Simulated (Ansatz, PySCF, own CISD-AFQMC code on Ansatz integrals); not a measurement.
Constitutional and geometric isomers with formula CH2B2. Gas-phase values, no solvent. Strings in code marks are SMILES.

Quantity: electronic energy of isomers of CH2B2 relative to `B=C=B`, in eV. The restricted reference of `B1=CB1` is unstable towards unrestricted orbitals. AFQMC values (own CISD-AFQMC code on Ansatz (a program for electronic structure) integrals) carry a statistical error of up to ±0.015 eV (one standard error) and the bias of the phaseless constraint.

Level 1: composite: frozen-core CCSD(T) with HF/cc-pVQZ and the correlation energy extrapolated as X^-3 from cc-pVTZ and cc-pVQZ, plus phaseless AFQMC minus CCSD(T) in cc-pVTZ // PBE0-D3(BJ)/def2-TZVP (Ansatz)
Level 2: composite: frozen-core CCSD(T) with HF/cc-pV5Z and the correlation energy extrapolated as X^-3 from cc-pVQZ and cc-pV5Z, plus CCSDT(Q) minus CCSD(T) in cc-pVDZ // PBE0-D3(BJ)/def2-TZVP (Ansatz)
Level 3: frozen-core phaseless AFQMC with a CISD trial state/cc-pVTZ // PBE0-D3(BJ)/def2-TZVP (own CISD-AFQMC code on Ansatz integrals)
Level 4: BP86/6-31G* // PBE0-D3(BJ)/def2-TZVP (PySCF)

```tsv
species	level 2	level 3	level 4
`B1=CB1`	0.86	0.88	1.01
```

**Question.** What does level 1 give for each?

**Answer.** 
- `B1=CB1`: 0.87
